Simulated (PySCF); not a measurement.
## `FB(F)[C@@H]1[SiH2]C[C@@H]1F`, C3H6BF3Si

Geometry:
| atom | x (Å) | y (Å) | z (Å) |
| --- | --- | --- | --- |
| F1 | 2.711 | -1.492 | -0.109 |
| B2 | 1.791 | -0.573 | -0.365 |
| F3 | 1.913 | -0.025 | -1.559 |
| C4 | 0.603 | -0.319 | 0.601 |
| Si5 | -1.025 | -1.081 | -0.141 |
| C6 | -1.246 | 0.799 | -0.383 |
| C7 | -0.066 | 1.067 | 0.559 |
| F8 | 0.763 | 2.071 | 0.109 |
| H9 | 0.849 | -0.640 | 1.611 |
| H10 | -0.921 | -1.926 | -1.325 |
| H11 | -1.832 | -1.686 | 0.919 |
| H12 | -0.979 | 1.120 | -1.390 |
| H13 | -2.169 | 1.301 | -0.105 |
| H14 | -0.391 | 1.384 | 1.555 |

Method: PySCF, TDDFT B3LYP/aug-cc-pVDZ circular dichroism and optical rotation, one conformer, gas phase. Geometry: GFN2-xTB.

The molecule is flexible and this is one conformer; a measurement averages over conformers. Singlets 9 and 10 lie within 0.01 eV of each other, so their separate moments and overlaps can depend on how they mix.

Problem. Draw the ECD and absorption spectra from the lowest 16 states, each a Gaussian of half-width 0.3 eV at 1/e height.

Solution. 
```csv
E (eV),λ (nm),Δε (L mol⁻¹ cm⁻¹),ε (L mol⁻¹ cm⁻¹)
6.35,195,+0.51,294
6.45,192,+0.99,842
6.55,189,+1.08,1950
6.65,187,-0.52,3650
6.75,184,-5.53,5600
6.85,181,-14.81,7170
6.95,178,-27.20,7930
7.05,176,-38.92,8030
7.15,173,-44.01,7890
7.25,171,-37.02,7830
7.35,169,-17.70,7880
7.45,166,+6.47,7960
7.55,164,+24.42,8020
7.65,162,+29.63,7930
7.75,160,+24.03,7560
7.85,158,+14.46,6920
7.95,156,+6.32,6080
8.05,154,+1.06,5130
```
Δε uses R in velocity form, ε uses f in length form. Only the states computed contribute, so the short-wavelength end is incomplete.
